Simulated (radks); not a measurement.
Results of a calculation; reference values are marked as such.
Neutral cadmium, configuration [Kr] 4d9.5 5s1.5 5p1 (fractional occupations, a model configuration). Code: a radial shooting solver on a logarithmic mesh with Libxc functionals. Model: Dirac Kohn-Sham, LDA (Slater exchange, Perdew-Wang correlation), spin-unpolarised, spherical densities, finite nucleus; open shells are shared between the two j in proportion to 2j + 1; Fermi nuclear charge, rms radius 4.6087 fm.

Unscreened Slater integrals over Kohn-Sham orbitals (hartree). Large and small components are both included.

F0(5p3/2,5p3/2): 0.23018
F2(5p3/2,5p3/2): 0.11756
F0(5p3/2,5p1/2): 0.23551
G2(5p3/2,5p1/2): 0.11996
F0(5p3/2,5s1/2): 0.26715
G1(5p3/2,5s1/2): 0.15634
F0(5p3/2,4d5/2): 0.30016
F2(5p3/2,4d5/2): 0.067326
G1(5p3/2,4d5/2): 0.025788
G3(5p3/2,4d5/2): 0.020713
F0(5p1/2,5p1/2): 0.24128
F0(5p1/2,5s1/2): 0.27592
G1(5p1/2,5s1/2): 0.16863
F0(5p1/2,4d5/2): 0.31351
G3(5p1/2,4d5/2): 0.024176
F0(5s1/2,5s1/2): 0.33248
F0(5s1/2,4d5/2): 0.41171
G2(5s1/2,4d5/2): 0.063057
F0(4d5/2,4d5/2): 0.71908
F2(4d5/2,4d5/2): 0.35415
F4(4d5/2,4d5/2): 0.23060
